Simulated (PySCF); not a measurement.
Working out the ionisation energy of Pd+

Pd+ [Kr] 4d9 (2D) → Pd(2+) [Kr] 4d8 (3F). Computed with PySCF 2.14 in x2c-TZVPPall with one added diffuse shell each of s, p, d, f type (9s7p7d3f1g, 95 functions), with the spin-free X2C one-electron Hamiltonian (Gaussian nucleus). Frozen: [Ar] 3d10. Energies in hartree (1 hartree = 27.21139 eV):

| part | Pd+ (lower) | Pd(2+) (upper) |
| --- | --- | --- |
| UHF | -5042.511705 | -5041.871070 |
| CCSD correlation | -0.556179 | -0.494061 |
| (T) | -0.015079 | -0.010533 |

Q: What does Hartree-Fock give?

A: (-5041.871070) − (-5042.511705) = 0.640635 hartree = 17.433 eV.

Q: What do CCSD and CCSD(T) give?

A: The CCSD correlation energies differ by 0.062118 hartree = 1.690 eV and the triples by 0.004546 hartree = 0.124 eV, so CCSD gives 19.123 eV and CCSD(T) 19.247 eV.

A first-order spin-orbit estimate adds -0.117 eV to CCSD(T) (valence and next inner shell), giving 19.130 eV against 19.43 ± 0.12 eV (semi-empirical (NIST evaluation); NIST Atomic Spectra Database, ionization energies).

What remains against the reference includes basis incompleteness, the frozen core and higher excitations.
